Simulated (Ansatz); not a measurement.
All values below come from frozen-core CCSD(T)/cc-pVTZ // B3LYP-D3(BJ)/def2-TZVP run with Ansatz (an electronic-structure program).

Ansatz 0.2 input:
```yaml
crystal:
  periodic: [false, false, false]
  atoms:
    - { symbol: C, position_ang: [-0.819257, -0.204213, -0.264302] }
    - { symbol: N, position_ang: [0.331522, 0.688313, -0.258965] }
    - { symbol: S, position_ang: [1.862783, -0.022862, -0.112655] }
    - { symbol: H, position_ang: [-0.707129, -0.923745, -1.074576] }
    - { symbol: H, position_ang: [-1.721651, 0.383858, -0.443153] }
    - { symbol: H, position_ang: [-0.943022, -0.76089, 0.674633] }
    - { symbol: H, position_ang: [0.218192, 1.466064, 0.37662] }
    - { symbol: H, position_ang: [1.775873, -0.637885, 1.099291] }
basis:
  gaussian: { orbitals: cc-pVTZ }
correlation:
  method: ccsd_t
```

Output:

```
Functional definition: HF
926 factors; integrals over basis functions are off by at most 9.7e-4 eV
mean field evaluation 1: about -13407.3119 eV, gradient 2.6e1 eV
mean field evaluation 2: about -13407.4984 eV, gradient 2.6e1 eV
mean field evaluation 4: about -13409.2927 eV, gradient 3.8e0 eV
mean field evaluation 8: about -13409.3361 eV, gradient 2.4e-1 eV
mean field evaluation 16: about -13407.3106 eV, gradient 2.6e1 eV
mean field -13409.33650378 eV, -492.7840273394 hartree, gradient 2.1e-6 eV, S^2 0.000000; 0 other end points of the search recorded, 0 dependent functions left out
7 core orbitals not correlated
reference -13409.33650378 eV, -492.7840273394 hartree; 10, 10 occupied and 147, 147 virtual orbitals, 926 factors
second order -15.54203694 eV of doubles, -0.00000000 eV of singles
cycle   1  -16.08070308 eV  change   -5.4e-1 eV  update   8.0e-2
cycle   2  -16.49207506 eV  change   -4.1e-1 eV  update   2.3e-2
cycle   3  -16.55184099 eV  change   -6.0e-2 eV  update   9.6e-3
cycle   4  -16.54835667 eV  change    3.5e-3 eV  update   2.3e-3
cycle   5  -16.54863379 eV  change   -2.8e-4 eV  update   1.1e-3
cycle   6  -16.54864434 eV  change   -1.1e-5 eV  update   3.7e-4
cycle   7  -16.54854225 eV  change    1.0e-4 eV  update   1.5e-4
cycle   8  -16.54856828 eV  change   -2.6e-5 eV  update   4.9e-5
cycle   9  -16.54856786 eV  change    4.3e-7 eV  update   1.5e-5
perturbative correction -0.66908624 eV, -0.0245884657 hartree
Total energy: -13426.55415788 eV, -493.4167644567 hartree
```

Cost: roughly 50 core-seconds.
